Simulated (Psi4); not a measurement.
C2H2ClF (SMILES F/C=C\Cl), singlet, at a GFN2-xTB geometry. Base run: Psi4 with CCSD(T)/def2-SVP.

Psi4 was given this input:
```
memory 2 GB

molecule {
0 1
  F    -1.77545476    0.25427526   -0.09105170
  C    -1.01701256   -0.81297217    0.17249041
  C     0.30510086   -0.78151982    0.18855004
  Cl    1.23400495    0.62624313   -0.12488641
  H    -1.60256976   -1.69877931    0.36969530
  H     0.87504871   -1.66887941    0.40659637
}

set basis def2-svp
set freeze_core true

energy('ccsd(t)')
print_variables()
```

Variants of this job, named by their change:

```
change                ΔE vs base (mEh)  MP2 correlation (Eh)  basis functions  core-seconds (rough)
--------------------  ----------------  --------------------  ---------------  --------------------
base                             0.000              -0.57830               70                    20
method = fno-ccsd(t)             0.000              -0.57830               70                    20
method = mp2                    49.019              -0.57812               70                     4
method = mp3                    23.636              -0.57812               70                     5
method = mp4                    -0.806              -0.57830               70                    10
method = dlpno-mp2              49.094              -0.57804               70                     6
method = qcisd(t)               -0.569              -0.57830               70                    20
method = ccsd                   16.915              -0.57830               70                    20
```
